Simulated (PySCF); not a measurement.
**Radial density of S²⁺ (sulfur, charge +2)**

MN15, [Ne] 3s2 3p2, high-spin 3P determinant. All numbers are calculated (PySCF 2.14, scalar relativity by spin-free X2C-1e, in aug-cc-pCVTZ-DK (8s7p5d3f, 75 functions)).

| r (bohr) | 4πr²ρ (e/bohr) | 4πr²(ρα − ρβ) |
| --- | --- | --- |
| 0.00210 | 0.1623 | 0.0000 |
| 0.00352 | 0.4199 | -0.0001 |
| 0.00593 | 1.061 | -0.0002 |
| 0.00997 | 2.562 | -0.0004 |
| 0.0168 | 5.701 | -0.0007 |
| 0.0282 | 11.03 | -0.0001 |
| 0.0474 | 16.85 | 0.0067 |
| 0.0798 | 17.77 | 0.0415 |
| 0.134 | 13.01 | 0.1484 |
| 0.226 | 14.27 | 0.2886 |
| 0.380 | 17.05 | 0.1779 |
| 0.639 | 7.500 | 0.0328 |
| 1.07 | 2.829 | 0.9418 |
| 1.81 | 2.270 | 1.1453 |
| 3.04 | 0.2898 | 0.1854 |
| 5.11 | 0.003077 | 0.0026 |
| 8.60 | 1.300e-05 | 0.0000 |

Densities and radii are taken from the X2C orbitals without a picture-change correction, which distorts them close to the nucleus.
